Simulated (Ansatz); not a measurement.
Reaction (redistribution): `F[Si](F)(F)S[Si](F)(F)F` + `C[SiH](F)F` → `F[SiH](F)[Si](F)(F)F` + `CS[Si](F)(F)F`

Computed with Ansatz on PBE0-D4/def2-TZVP structures; ΔE is electronic, products minus reactants. CCSD(T)/CBS adds triple-zeta CCSD(T) − MP2 to the extrapolated MP2 energy (def2 sets, frozen cores). Functionals use def2-TZVPP. One conformer a species, not always the lowest.

CCSD(T)/CBS gives +36.2 kcal/mol.

(1) Another level gave +34.6 kcal/mol. Which?
A. PBE/def2-TZVPP
B. LDA (SPW92)/def2-TZVPP
C. MP2/def2-TZVPP
D. r2SCAN-D4/def2-TZVPP

Largest T1 diagnostic among the species: 0.013.

Results:

(1) B. LDA (SPW92) 34.6, PBE 31.7, r2SCAN-D4 37.3, MP2/def2-TZVPP 38.3 kcal/mol.

The D4 term adds +1.3 kcal/mol with B3LYP and +0.7 kcal/mol with PBE0; it sums over pairs of atoms, weighted by their polarisabilities, and B3LYP, whose exchange is more repulsive, gets the larger term. From BLYP to BHLYP (50 % exact exchange), in def2-TZVPP and without D4, ΔE moves by +4.6 kcal/mol.

B3LYP here is the variant with VWN-RPA as its local correlation; programs differ in this.
